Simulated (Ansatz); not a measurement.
Abridged output of a molecular run in Ansatz:

```
Functional definition: HF
1869 factors; integrals over basis functions are off by at most 1.2e-3 eV
mean field evaluation 1: about -33445.9823 eV, gradient 4.7e1 eV
mean field evaluation 2: about -33446.3660 eV, gradient 4.7e1 eV
mean field evaluation 4: about -33450.9929 eV, gradient 4.3e0 eV
mean field evaluation 8: about -33451.0827 eV, gradient 3.2e-1 eV
mean field -33451.08311803 eV, -1229.3046306292 hartree, gradient 9.7e-6 eV, S^2 0.000000; 0 other end points of the search recorded, 0 dependent functions left out
18 core orbitals not correlated: weight in the atoms' cores, before any rotation towards them, 1.000 or more for the frozen orbitals, at most 0.000 for the correlated occupied ones
reference -33451.08311803 eV, -1229.3046306292 hartree; 19, 19 occupied and 280, 280 virtual orbitals, 1869 factors
second order -29.39782593 eV of doubles, -0.00000000 eV of singles
cycle   1  -30.15577782 eV  change   -7.6e-1 eV  update   1.2e-1
cycle   2  -30.87948189 eV  change   -7.2e-1 eV  update   3.4e-2
cycle   3  -31.03773526 eV  change   -1.6e-1 eV  update   1.8e-2
cycle   4  -31.02101666 eV  change    1.7e-2 eV  update   4.1e-3
cycle   5  -31.01890723 eV  change    2.1e-3 eV  update   1.9e-3
cycle   6  -31.01972094 eV  change   -8.1e-4 eV  update   5.3e-4
cycle   7  -31.01935370 eV  change    3.7e-4 eV  update   2.0e-4
cycle   8  -31.01928075 eV  change    7.3e-5 eV  update   5.6e-5
cycle   9  -31.01930615 eV  change   -2.5e-5 eV  update   2.2e-5
perturbative correction -1.17773496 eV, -0.0432809613 hartree
Total energy: -33483.28015914 eV, -1230.4878500659 hartree
```

Its atoms:

```xyz
13

C    -1.114   -1.147   -1.403
O    -1.231   -0.053   -0.518
Si   -0.012    0.862    0.057
O    -0.657    2.159    0.797
Si    1.387   -0.228    1.573
Cl    1.132    1.448   -1.570
H    -0.618   -0.852   -2.331
H    -0.552   -1.968   -0.947
H    -2.120   -1.500   -1.634
H    -1.286    2.696    0.310
H     1.914   -1.461    0.930
H     2.525    0.652    1.940
H     0.632   -0.608    2.796
```

Problem. Which basis set was used?
A. def2-TZVPP
B. def2-TZVPPD
C. def2-SVPD
D. def2-SVP

Solution. A. It gives 317 functions.

Problem. Write the keys of the input that set method, charge and spin (a neutral closed shell needs none for the last two).

Solution. 
```yaml
correlation: {method: ccsd_t}
```
